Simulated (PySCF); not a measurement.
Ge(OH)4 (GeH₄O₄), SMILES [OH][Ge]([OH])([OH])[OH]. Atoms are numbered in the order given.

```xyz
9

O     -1.2518     0.8583    -0.9309
Ge     0.0000     0.0000     0.0000
O      1.2518    -0.8583    -0.9309
O     -0.8583    -1.2518     0.9309
O      0.8583     1.2518     0.9309
H     -1.9821     0.2427    -1.1332
H      1.9821    -0.2427    -1.1332
H     -0.2427    -1.9821     1.1332
H      0.2427     1.9821     1.1332
```

Geometry: PBE-D3(BJ)/def2-SVP. The isomer is the one that the SMILES or the coordinates give; other isomers of the formula were not compared. The values are those of a single conformer.

The numbers are results of PBE-D3(BJ)/def2-SVP (PySCF), not measurements.

Frequencies are harmonic and unscaled.

Modes within 1.5 cm⁻¹ of each other (mostly degenerate sets) share a row, with their intensities summed.

Computed vibrational spectrum:
| mode | ν (cm⁻¹) | IR (km/mol) | moving atoms (share of kinetic energy) |
|---|---|---|---|
| 1 | 150 | 107.2 | O 63 %, H 36 % |
| 2 | 162 | 0.0 | H 58 %, O 42 % |
| 3 | 210 | 0.0 | O 59 %, H 41 % |
| 4–5 | 214 | 0.9 | H 46 %, O 40 %, Ge 14 % |
| 6 | 251 | 13.5 | O 64 %, Ge 26 %, H 10 % |
| 7–8 | 275 | 149.2 | H 58 %, O 34 % |
| 9 | 328 | 196.2 | H 66 %, O 33 % |
| 10 | 657 | 0.0 | O 98 % |
| 11 | 708 | 111.3 | O 77 %, Ge 21 % |
| 12–13 | 724 | 231.3 | O 75 %, Ge 23 % |
| 14 | 879 | 0.0 | H 95 % |
| 15 | 902 | 84.2 | H 89 %, O 10 % |
| 16–17 | 917 | 289.9 | H 87 %, O 9 % |
| 18–20 | 3721 | 259.3 | H 94 % |
| 21 | 3723 | 0.0 | H 94 % |
